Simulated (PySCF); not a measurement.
Species: C7H8NO (doublet state).
Cartesian coordinates in Å at the GFN2-xTB level; atoms count from 1:
```xyz
17
C7H8NO angstrom
C      1.1813   -1.1489   -0.2527
N      2.2006   -0.1867   -0.2735
C      1.9008    1.1519   -0.0175
C      0.6193    1.5764    0.1230
C     -0.4189    0.6317    0.0589
C     -0.0971   -0.7330   -0.1140
C     -1.3783   -1.5065   -0.0754
O     -2.4200   -0.5418   -0.0571
C     -1.8971    0.7570    0.2034
H      1.4850   -2.1734   -0.3811
H      3.1465   -0.4981   -0.1236
H      2.7495    1.8134    0.0273
H      0.4083    2.6206    0.2901
H     -1.4327   -2.1356    0.8271
H     -1.5174   -2.1485   -0.9522
H     -2.3491    1.4567   -0.5121
H     -2.1880    1.0768    1.2194
```

As a line formula: `[CH]1NC=CC2=C1COC2` [radical].

The calculation used UKS B3LYP, pcH-1 on C H N O, non-relativistic, mean-field spin-orbit, GIAO (PySCF). Geometry: GFN2-xTB, one conformer, isolated molecule. Couplings are sensitive to structure, and on GFN2-xTB geometries they can be far from those on DFT ones. The SCF solution wasn't tested for stability.

(1) The isotropic 13C couplings are +46.0, -31.6, -26.4, +22.8, -19.6, +14.7, +3.0 MHz. Assign them to C1; C3; C4; C5; C6; C7; C9.

(2) Match the computed a_iso(1H) values +51.9, -23.8, -17.8, -10.5, -4.8, +3.8 MHz (means over equivalent nuclei) with the sites H10; H11; H12; H13; H14/H15; H16/H17.

Answers

(1) 
```json
{"site": "C1", "a_iso (MHz)": "+22.8", "ρ(0) (bohr⁻³)": "+0.0203", "position": "a main spin site", "distance from C5 (Å)": "2.41", "spin population": "+0.33", "largest |T| (MHz)": "55.4"}
{"site": "C3", "a_iso (MHz)": "+14.7", "ρ(0) (bohr⁻³)": "+0.0131", "position": "2 bonds from C5", "distance from C5 (Å)": "2.38", "spin population": "+0.24", "largest |T| (MHz)": "40.3"}
{"site": "C4", "a_iso (MHz)": "-26.4", "ρ(0) (bohr⁻³)": "-0.0234", "position": "1 bond from C5", "distance from C5 (Å)": "1.41", "spin population": "-0.10", "largest |T| (MHz)": "11.4"}
{"site": "C5", "a_iso (MHz)": "+46.0", "ρ(0) (bohr⁻³)": "+0.0409", "position": "largest spin population", "distance from C5 (Å)": "0.00", "spin population": "+0.49", "largest |T| (MHz)": "82.2"}
{"site": "C6", "a_iso (MHz)": "-31.6", "ρ(0) (bohr⁻³)": "-0.0281", "position": "1 bond from C1", "distance from C5 (Å)": "1.41", "spin population": "-0.15", "largest |T| (MHz)": "17.2"}
{"site": "C7", "a_iso (MHz)": "+3.0", "ρ(0) (bohr⁻³)": "+0.0027", "position": "2 bonds from C5", "distance from C5 (Å)": "2.35", "spin population": "+0.01", "largest |T| (MHz)": "0.8"}
{"site": "C9", "a_iso (MHz)": "-19.6", "ρ(0) (bohr⁻³)": "-0.0175", "position": "1 bond from C5", "distance from C5 (Å)": "1.49", "spin population": "-0.04", "largest |T| (MHz)": "1.0"}
```

(2) 
| site | a_iso (MHz) | ρ(0) (bohr⁻³) | position | distance from C5 (Å) | bound to | spin population there | largest \|T\| (MHz) |
| --- | --- | --- | --- | --- | --- | --- | --- |
| H10 | -23.8 | -0.0053 | 1 bond from C1 | 3.42 | C1 | +0.33 | 15.1 |
| H11 | -4.8 | -0.0011 | 2 bonds from C1, on N2 of spin population +0.22 | 3.74 | N2 | +0.22 | 22.6 |
| H12 | -17.8 | -0.0040 | 3 bonds from C1, on C3 of spin population +0.24 | 3.38 | C3 | +0.24 | 11.9 |
| H13 | +3.8 | +0.0008 | 2 bonds from C5, on C4 of spin population -0.10 | 2.17 | C4 | -0.10 | 3.2 |
| H14/H15 | -10.5 | -0.0023 | 3 bonds from C1 | 3.10 | C7 | +0.01 | 2.3 |
| H16/H17 | +51.9 | +0.0116 | 2 bonds from C5 | 2.17 | C9 | -0.04 | 4.6 |

ρ(0) is the spin density at the nucleus and T the dipolar tensor; entries for several nuclei are means. Largest spin populations (Mulliken): C5 (+0.49), C1 (+0.33), C3 (+0.24) and N2 (+0.22). Four atoms exceed +0.15. Main spin sites, with 60 % or more of the largest population: C1, C5; positions count bonds from the nearest.

Examples of negative spin density at the nucleus (bohr⁻³): C6 (-0.0281), C4 (-0.0234) and C9 (-0.0175).

Nuclei that the bonding pattern makes equivalent are averaged, as if the motion that swaps them (rotation, inversion, ring flip) were fast. The 1H value of +51.9 MHz is a mean of couplings from 46.8 to 56.9 MHz in this one geometry, not an average over conformers.

C1, the radical centre as drawn in `[CH]1NC=CC2=C1COC2`, holds a spin population of +0.33 out of 1.

Time: 89 s wall (with the writing of density and orbital grids); peak memory 1.0 GiB. Hardware: one thread, Arm Neoverse V1 (aarch64), shared host.
